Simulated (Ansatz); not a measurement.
```xyz
13

C    -2.2115   -0.8705    1.2208
C    -1.2083   -0.4657    0.7009
C    -0.0122    0.0114    0.0620
C     0.8957    0.7578    0.8897
C     1.6633    1.3828    1.5685
C    -0.1080    0.4029   -1.4068
C     0.5888   -0.8521   -1.0393
H    -3.0988   -1.2265    1.6877
H     2.3395    1.9360    2.1757
H     0.4859    1.2560   -1.7059
H    -1.0937    0.3374   -1.8477
H     0.0898   -1.7940   -1.2236
H     1.6694   -0.8754   -1.0819
```

Charge 0, multiplicity 1.

Q: List the PBE0/def2-TZVPP orbital energies in eV (Ansatz). (Best estimate.)

A: Computed: Occupied: -280.05, -278.89, -278.88, -278.48, -278.47, -278.10, -278.10, -25.30, -21.42, -21.05, -18.63, -17.48, -16.17, -14.71, -14.32, -13.98, -12.18, -10.88, -10.74, -10.09, -8.16, -8.14, -7.88, -7.09. Lowest empty: 0.44, 0.67, 1.47, 1.47, 1.78, 2.20, 2.32, 2.39.
